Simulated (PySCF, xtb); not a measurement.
CBr₃, SMILES Br[C+](Br)Br, charge +1.

GFN2-xTB (xtb 6.7.1) at its own geometry gives an orbital gap of 1.92 eV.

Geometry optimised at B3LYP-D3(BJ)/def2-SVP.

Problem. What does B3LYP/def2-TZVP in PySCF give? (An estimate is asked for; the answer gives what the named calculation found.)

Solution. gap 3.98 eV (levels -13.72 and -9.75 eV).
